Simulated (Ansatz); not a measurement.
Cost and result for the atomization energy of `C=COB(O)Cl` (10 atoms, 9 bonds).

```csv
atom,x (Å),y (Å),z (Å)
C1,-1.748,0.832,-0.903
C2,-0.548,0.375,-0.594
O3,-0.288,-0.142,0.644
B4,0.930,-0.624,0.987
O5,1.964,-0.621,0.115
Cl6,1.115,-1.260,2.627
H7,-2.561,0.813,-0.188
H8,-1.927,1.237,-1.889
H9,0.291,0.378,-1.281
H10,2.772,-0.988,0.481
```

Charge 0, multiplicity 1. The structure was optimised at the PBE0-D4/def2-TZVP level. It is one conformer, not always the lowest. Program: Ansatz. All runs use 4 threads of an Arm Neoverse V2 on a shared host. Times are those of one run each, without the atoms' runs, and a repeat can differ threefold. Electronic energies, without spin–orbit coupling; frozen cores. CCSD(T)/CBS adds CCSD(T) − MP2 in def2-TZVPP to the MP2 limit, and its time is that of the two runs behind it. T1 = 0.012. B3LYP takes the VWN-RPA correlation (the form of Gaussian; ORCA's B3LYP/G).

CCSD(T)/CBS is a level of theory with its own doubt, some kJ/mol a heavy atom from the limit and from the frozen cores, so smaller differences don't rank the functionals.

| level | functions | wall time |
| --- | --- | --- |
| PBE-D4/def2-TZVPP (with forces) | 253 | 2 s |
| PBE0-D4/def2-TZVPP | 253 | 2.8 s |
| B3LYP-D4/def2-TZVPP (with forces) | 253 | 3.5 s |
| r2SCAN-D4/def2-TZVPP (with forces) | 253 | 3.8 s |
| B2PLYP/def2-TZVPP | 253 | 4.2 s |
| ωB97X-V/def2-TZVPP | 253 | 6 s |
| ωB97M-V/def2-TZVPP (with forces) | 253 | 8.5 s |
| MP2/def2-QZVPP | 475 | 18 s |
| CCSD(T)/def2-TZVPP | 253 | 2.5 min |
| CCSD(T)/CBS(def2) | – | 2.8 min |

(1) What atomization energy does each give, and how far from CCSD(T)/CBS? (An estimate is asked.)

Answers

(1) Computed: 
```tsv
level	atomization (kcal/mol)	difference from CCSD(T)/CBS	per bond
PBE-D4/def2-TZVPP (with forces)	1065.3	34.2	3.8
PBE0-D4/def2-TZVPP	1039.3	8.2	0.9
B3LYP-D4/def2-TZVPP (with forces)	1031.3	0.2	0.0
r2SCAN-D4/def2-TZVPP (with forces)	1041.1	10.0	1.1
B2PLYP/def2-TZVPP	1023.9	-7.2	-0.8
ωB97X-V/def2-TZVPP	1032.2	1.1	0.1
ωB97M-V/def2-TZVPP (with forces)	1038.1	7.0	0.8
MP2/def2-QZVPP	1053.1	22.0	2.4
CCSD(T)/def2-TZVPP	1004.3	-26.8	-3.0
CCSD(T)/CBS(def2)	1031.1	0.0	0.0
```

The D4 term adds +7.6 kcal/mol with B3LYP and +4.0 kcal/mol with PBE0; it sums over pairs of atoms, weighted by their polarisabilities, and B3LYP, whose exchange is more repulsive, gets the larger term. From PBE to PBE0 (25 % exact exchange), in def2-TZVPP and without D4, the atomization energy moves by −25.2 kcal/mol: exact exchange takes away binding that semilocal exchange gives to molecules. In def2-TZVPP, CCSD(T) changes the Hartree–Fock value by +251.1 kcal/mol (the triples alone add +18.6 kcal/mol) and MP2 by +284.1 kcal/mol; breaking electron pairs costs correlation energy, which Hartree–Fock lacks.
